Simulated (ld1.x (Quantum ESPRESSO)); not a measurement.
**B: variants of one PAW potential**

Base potential:

```json
{
 "Element": "boron",
 "Generator": "ld1.x (Quantum ESPRESSO) 7.5",
 "Type": "PAW",
 "Functional": "PW91",
 "Relativity": "scalar-relativistic",
 "Frozen core": "[He]",
 "Valence charge": "3",
 "Reference configuration": "2s1.75 2p1.25",
 "Partial waves": "2s (bound): rcut 1.30, rcutus 1.40 bohr; 2s channel at 0.65 Ry: rcut 1.30, rcutus 1.40 bohr; 2p (bound): rcut 1.45, rcutus 1.90 bohr; 2p channel at 0.05 Ry: rcut 1.45, rcutus 1.90 bohr; 3d channel at 0.2 Ry: rcut 1.40, rcutus 1.45 bohr; 3d channel at 1.85 Ry: rcut 1.40, rcutus 1.45 bohr",
 "Local potential": "all-electron potential smoothed inside 1.80 bohr (lloc = -2)",
 "Core correction": "Bessel-smoothed model core inside 0.90 bohr",
 "Augmentation charge": "PSQ, inside the norm-conserving radii"
}
```

Cutoffs, loose and tight: the cutoffs (Ry, on a coarse ladder) from which the occupation-weighted sum of valence levels, in a spherical-Bessel basis at the reference potential, stays within 10 and 1 mRy of its value at 400 Ry. They do not see the model core or the augmentation charge, which bear on the density cutoff. Test errors are all-electron minus pseudo excitation energies from the reference, over the configurations 2s2 2p1; 2s2 2p0; 2s1 2p0; 2s0 2p3; 2s1 2p1; 2s2 2p1.3; 2s1 2p2. A dash means not determined; rows that change the core or the reference have their own tests. The largest error is taken over the tests solved by every variant that gives reliable tests at all: 2s1 2p0; 2s2 2p0; 2s2 2p1.

Cutoffs are not given where the Bessel-basis levels miss the radial ones by over 6 mRy, ghosts where they miss by over 20 mRy; a channel whose overlap is not positive is not tested.

A file whose overlap is not positive is unfit for use, and its test errors describe a broken file.

```tsv
change	outcome	cutoff, loose	cutoff, tight	bound ghosts	largest test error (meV)
base	generated, overlap not positive	–	–	not determined (overlap not positive)	-7.5
wave 2s channel at 0.65 Ry: rcut 1.30, rcutus 1.40 bohr becomes 2s channel at 0.54 Ry: rcut 1.30, rcutus 1.40 bohr	generated, overlap not positive	–	–	not determined (overlap not positive)	-7.6
functional PBEsol; removed wave 3d channel at 1.85 Ry: rcut 1.40, rcutus 1.45 bohr	generated, overlap not positive	–	–	not determined (overlap not positive)	-7.4
waves 2p (bound): rcut 1.45, rcutus 2.58 bohr; 2p channel at 0.05 Ry: rcut 1.45, rcutus 2.58 bohr	generated, overlap not positive	–	–	not determined (overlap not positive)	-7.1
reference 2s2 2p1	generated, overlap not positive	–	–	not determined (overlap not positive)	-7.9 over the solved tests; test run stopped at test 7 of 7 (negative rho)
```

Q: What comes out with this change to the base: waves 2s (bound): rcut 1.30, rcutus 2.00 bohr; 2s channel at 0.65 Ry: rcut 1.30, rcutus 2.00 bohr?

A: outcome: generated; cutoff, loose: 15 Ry; cutoff, tight: 18 Ry; bound ghosts: none; largest test error (meV): -0.6.

Q: What comes out with this change to the base: all radii but the core radius scaled by about 1.09 (s 1.54, p 2.08, d 1.58 bohr, rcut 1.42/1.58/1.54); local potential all-electron potential smoothed inside 1.96 bohr (lloc = -2)?

A: outcome: generated; cutoff, loose: 12 Ry; cutoff, tight: 15 Ry; bound ghosts: none; largest test error (meV): -4.4.

Q: What comes out with this change to the base: type TM; waves now 2p (bound): rc 1.90 bohr; 3d channel at 0.2 Ry: rc 1.45 bohr; 2s (bound): rc 1.40 bohr; local potential the s channel?

A: outcome: generated; cutoff, loose: 25 Ry; cutoff, tight: 50 Ry; bound ghosts: none; largest test error (meV): +89.
